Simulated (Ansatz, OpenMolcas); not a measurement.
## Ansatz → OpenMolcas

Ansatz 0.2.0 runs this on MoCl2O2 (molybdenum dichloride dioxide):

molecule.yaml:
```yaml
crystal:
  periodic: [false, false, false]
  atoms:
    - symbol: O
      position_ang: [0.160790, -0.193810, 1.710330]
    - symbol: Mo
      position_ang: [0.067390, -0.061640, 0.055230]
    - symbol: O
      position_ang: [1.227030, -1.074450, -0.573270]
    - symbol: Cl
      position_ang: [-1.960190, -0.720580, -0.637400]
    - symbol: Cl
      position_ang: [0.504990, 2.050480, -0.554890]
basis:
  gaussian:
    orbitals: def2-SVP
total_charge: 0
magnetization:
  spin_polarized: false
correlation:
  method: mp2
  frozen_orbitals: {Cl: 5, Mo: 0, O: 1}
accuracy: high
```

```bash
$ ansatz run molecule.yaml --threads 1 --pin off --max-ram 3480MiB --events-out events.jsonl --progress --plain --runs-dir runs
```

The shape is that of a PBE0-D4/def2-TZVP optimisation.

It gives a total energy of -1137.040510 Eh.

How is this level of theory, on these atoms, set up in OpenMolcas 26.06 as an input file of the program's own?

For example:

test.input:
```
* Cl2MoO2 MP2

&GATEWAY
  BasLib = $CurrDir
  Coord
  5
  angstrom
  O        0.160790      -0.193810       1.710330
  Mo       0.067390      -0.061640       0.055230
  O        1.227030      -1.074450      -0.573270
  Cl      -1.960190      -0.720580      -0.637400
  Cl       0.504990       2.050480      -0.554890
  Basis = def2-SVP
  Group = NoSym

&SEWARD

&SCF
  Thresholds = 1e-10 1e-07 1e-07 1e-05
  PrOrbitals = 1 2

&MBPT2
  Frozen = 12
```

```bash
$ export MOLCAS_MEM=1860
$ pymolcas test.input > test.log
```

(Basis files named in the input come from the Basis Set Exchange and aren't shown.)

Its energy is -1137.040510 Eh, the same as the first but for the last digit, at most.
